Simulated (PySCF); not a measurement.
The vertical singlet excitations below were computed for one of the candidates. Computed with TDDFT CAM-B3LYP/def2-SVPD, vertical, gas phase, core orbitals frozen in the response in PySCF. Geometries: PBE0-D3(BJ)/def2-SVP, one conformer each.

```csv
state,λ (nm),f
S1,236.9,0.0009
S2,218.0,0.0000
S3,170.8,0.221
S4,167.4,0.213
S5,163.2,0.0000
S6,155.7,0.048
S7,154.1,0.0004
S8,153.4,0.0008
S9,149.9,0.0044
S10,148.1,0.0011
```

Orbital energies (eV): HOMO-3 -11.67, HOMO-2 -10.17, HOMO-1 -10.17, HOMO -9.34, LUMO 0.36, LUMO+1 0.95, LUMO+2 1.25.

Question: Which candidate is it?
A. `N#C[C@H]1CCO1`
B. `C(#N)CC(=O)C`
C. `O=C1CCC(=O)N1`
D. `C[C@H](C#N)C=O`

Answer: C. Its S1 lies at 5.23 eV; the nearest of the others has S1 at 4.54 eV. S1 is HOMO→LUMO (86%), HOMO-1→LUMO+2 (10%). Löwdin shares by element: HOMO oxygen 67%, nitrogen 9%, carbon 6% or more (atoms not listed hold the other 18%); LUMO carbon 44% or more, oxygen 37% (atoms not listed hold the other 18%). At the same level the other candidates give, for their lowest levels:
- `CC(=O)CC#N`: 273 nm (f 0.000); 169 nm (f 0.015); 166 nm (f 0.003); 160 nm (f 0.020); 159 nm (f 0.027); T1 3.98 eV; HOMO -9.55, LUMO -0.06 eV
- `N#C[C@H]1CCO1`: 184 nm (f 0.004); 172 nm (f 0.001); 166 nm (f 0.013); 160 nm (f 0.005); 155 nm (f 0.005); T1 6.04 eV; HOMO -9.73, LUMO 0.79 eV
- `C[C@H](C#N)C=O`: 290 nm (f 0.000); 170 nm (f 0.004); 164 nm (f 0.010); 161 nm (f 0.009); 156 nm (f 0.006); T1 3.67 eV; HOMO -9.76, LUMO -0.51 eV
Triplets come from the Tamm–Dancoff approximation.
